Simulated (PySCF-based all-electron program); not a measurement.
**Bond force of RhB, singlet**

Calculated with an in-house all-electron program built on PySCF, in large uncontracted Gaussian sets near the basis limit; Koelling–Harmon scalar relativity, no spin–orbit coupling, spin-restricted. Forces are good to about 0.002 eV/Å. In part, the state lies near an instability. A positive force pushes the atoms apart.

```json
{"r (Å)": "1.3528", "PBE (eV/Å)": "26.369"}
{"r (Å)": "1.4373", "PBE (eV/Å)": "15.721"}
{"r (Å)": "1.5219", "PBE (eV/Å)": "?"}
{"r (Å)": "1.691", "PBE (eV/Å)": "0.044"}
{"r (Å)": "1.8601", "PBE (eV/Å)": "-3.620"}
```

Fill in the missing PBE forces.

1.5219 Å: 8.426 eV/Å.

Fit a Morse curve to the forces within 0.84 to 1.25 of the listed length with the smallest force. Where does the force vanish, what is the force constant, and what harmonic wavenumber follows with standard atomic masses?

PBE: 1.692 Å, 33 eV/Å², about 950 cm⁻¹. The points are far apart, so these are estimates.
